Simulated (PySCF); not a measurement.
C3H5 (SMILES [CH2]C=C), doublet, geometry from GFN2-xTB; M062X/STO-3G in PySCF.

The PySCF input:
```python
from pyscf import gto, scf, dft

mol = gto.Mole()
mol.atom = '''
    C     1.219304   -0.012559   -0.151920
    C    -0.050356    0.420887    0.136223
    H     1.396419   -1.020277   -0.484940
    H     2.071795    0.634233   -0.055479
    H    -0.172892    1.445064    0.467704
    C    -1.174911   -0.358483    0.031830
    H    -2.150568    0.024173    0.268577
    H    -1.108971   -1.382263   -0.292658
'''
mol.basis = 'sto-3g'
mol.charge = 0
mol.spin = 1
mol.verbose = 4
mol.build()

mf = dft.UKS(mol)
mf.xc = 'm062x'
mf.init_guess = 'huckel'
mf.kernel()
mf.analyze()
```

Problem. Write the output that PySCF gives for this input, abridged.

Solution. 
```
PySCF version 2.14.0

[INPUT] verbose = 4
[INPUT] num. atoms = 8
[INPUT] num. electrons = 23
[INPUT] charge = 0
[INPUT] spin (= nelec alpha-beta = 2S) = 1
[INPUT] symmetry False subgroup None
[INPUT] Mole.unit = angstrom
[INPUT] Symbol           X                Y                Z      unit          X                Y                Z       unit  Magmom
[...]
nuclear repulsion = 65.4960297079959
number of shells = 14
number of NR pGTOs = 60
number of NR cGTOs = 20
basis = sto-3g
ecp = {}

******** <class 'pyscf.dft.uks.UKS'> ********
method = UKS
initial guess = huckel
damping factor = 0
level_shift factor = 0
DIIS = <class 'pyscf.scf.diis.CDIIS'>
diis_start_cycle = 1
diis_space = 8
diis_damp = 0
SCF conv_tol = 1e-09
SCF conv_tol_grad = None
SCF max_cycles = 50
direct_scf = True
direct_scf_tol = 1e-13
number electrons alpha = 12  beta = 11
XC library pyscf.dft.libxc version 7.1.2
    S. Lehtola, C. Steigemann, M. J. T. Oliveira, and M. A. L. Marques,  SoftwareX 7, 1–5 (2018)
XC functionals = m062x
    Y. Zhao and D. G. Truhlar,  Theor. Chem. Acc. 120, 215 (2008)
    Y. Zhao and D. G. Truhlar,  Theor. Chem. Acc. 120, 215 (2008)
radial grids:
    Treutler-Ahlrichs [JCP 102, 346 (1995); DOI:10.1063/1.469408] (M4) radial grids

becke partition: Becke, JCP 88, 2547 (1988); DOI:10.1063/1.454033
pruning grids: <function nwchem_prune>
grids dens level: 3
symmetrized grids: False
atomic radii adjust function: <function treutler_atomic_radii_adjust>
small_rho_cutoff = 0
Set gradient conv threshold to 3.16228e-05
Initial guess from on-the-fly Huckel, doi:10.1021/acs.jctc.8b01089.
Spherically averaged atomic HF for {'C', 'H'}

******** <class 'pyscf.scf.atom_hf.AtomSphAverageRHF'> ********
method = AtomSphAverageRHF
initial guess = minao
damping factor = 0
level_shift factor = 0
DIIS = <class 'pyscf.scf.diis.CDIIS'>
diis_start_cycle = 1
diis_space = 8
diis_damp = 0
SCF conv_tol = 1e-09
SCF conv_tol_grad = None
SCF max_cycles = 50
direct_scf = True
direct_scf_tol = 1e-13
atom = C
Set gradient conv threshold to 3.16228e-05
Initial guess from minao.
init E= -36.7517431777338
cycle= 1 E= -36.7619269638614  delta_E= -0.0102  |g|=    0  |ddm|= 0.0245
cycle= 2 E= -36.7619269638615  delta_E= -2.13e-14  |g|=    0  |ddm|= 1.91e-15
Extra cycle  E= -36.7619269638615  delta_E=    0  |g|=    0  |ddm|=    0
Atomic HF for atom  C  converged. SCF energy = -36.7619269638615

******** 1 electron system ********
Atomic HF for atom  H  converged. SCF energy = -0.466581849557275

tot grids = 91400
init E= -112.188662447109
cycle= 1 E= -115.536558624396  delta_E= -3.35  |g|= 0.581  |ddm|= 4.74
cycle= 2 E= -115.742618116571  delta_E= -0.206  |g|= 0.297  |ddm|=  1.3
cycle= 3 E= -115.792895512421  delta_E= -0.0503  |g|= 0.0574  |ddm|= 0.414
cycle= 4 E= -115.795189411823  delta_E= -0.00229  |g|= 0.0162  |ddm|= 0.0904
cycle= 5 E= -115.795353173154  delta_E= -0.000164  |g|= 0.00125  |ddm|= 0.0245
cycle= 6 E= -115.795354760097  delta_E= -1.59e-06  |g|= 0.000161  |ddm|= 0.00281
cycle= 7 E= -115.795354802041  delta_E= -4.19e-08  |g|= 4.21e-05  |ddm|= 0.000464
cycle= 8 E= -115.795354804145  delta_E= -2.1e-09  |g|= 1.58e-05  |ddm|= 0.000116
cycle= 9 E= -115.795354804322  delta_E= -1.77e-10  |g|= 2.82e-06  |ddm|= 2.58e-05
Extra cycle  E= -115.795354804328  delta_E= -5.63e-12  |g|= 2.18e-06  |ddm|= 6.87e-06
converged SCF energy = -115.795354804328  <S^2> = 0.79633558  2S+1 = 2.0458109
**** SCF Summaries ****
Total Energy =                        -115.795354804327559
Nuclear Repulsion Energy =              65.496029707995859
One-electron Energy =                 -284.674536023880250
Two-electron Energy =                  103.383151511556832
Two-electron Coulomb Energy =          121.525770496926569
DFT Exchange-Correlation Energy =      -18.142618985369737
**** MO energy ****
                             alpha | beta                alpha | beta
[...]
To work with the spin densities directly, `use mulliken_meta_spin()` only printing them here.

 ** Mulliken spin pop alpha/beta on meta-lowdin orthogonal AOs **
 ** Mulliken Spin Density (per AO)  **
spin_pop of  0 C 1s       -0.00000
spin_pop of  0 C 2s        0.02870
spin_pop of  0 C 2px       0.03319
spin_pop of  0 C 2py       0.07374
spin_pop of  0 C 2pz       0.54514
spin_pop of  1 C 1s       -0.00000
spin_pop of  1 C 2s       -0.01920
spin_pop of  1 C 2px      -0.03070
spin_pop of  1 C 2py      -0.03177
spin_pop of  1 C 2pz      -0.18627
spin_pop of  2 H 1s       -0.02554
spin_pop of  3 H 1s       -0.02586
spin_pop of  4 H 1s        0.00929
spin_pop of  5 C 1s       -0.00000
spin_pop of  5 C 2s        0.02869
spin_pop of  5 C 2px       0.03284
spin_pop of  5 C 2py       0.07416
spin_pop of  5 C 2pz       0.54502
spin_pop of  6 H 1s       -0.02587
spin_pop of  7 H 1s       -0.02553
 ** Mulliken Spin Density (per atom)  **
spin density of  0 C =      0.68076
spin density of  1 C =     -0.26795
spin density of  2 H =     -0.02554
spin density of  3 H =     -0.02586
spin density of  4 H =      0.00929
spin density of  5 C =      0.68071
spin density of  6 H =     -0.02587
spin density of  7 H =     -0.02553
 ** Mulliken pop alpha/beta on meta-lowdin orthogonal AOs **
 ** Mulliken pop       alpha | beta **
[...]
In total            12.00000 | 11.00000
 ** Mulliken atomic charges   ( Nelec_alpha | Nelec_beta ) **
charge of  0C =     -0.08926  (     3.38501      2.70425 )
charge of  1C =     -0.04952  (     2.89078      3.15874 )
charge of  2H =      0.04474  (     0.46486      0.49040 )
charge of  3H =      0.04591  (     0.46412      0.48998 )
charge of  4H =      0.04672  (     0.48128      0.47199 )
charge of  5C =     -0.08925  (     3.38498      2.70427 )
charge of  6H =      0.04591  (     0.46411      0.48998 )
charge of  7H =      0.04476  (     0.46486      0.49038 )
Dipole moment(X, Y, Z, Debye): -0.00152,  0.01196,  0.00388
```
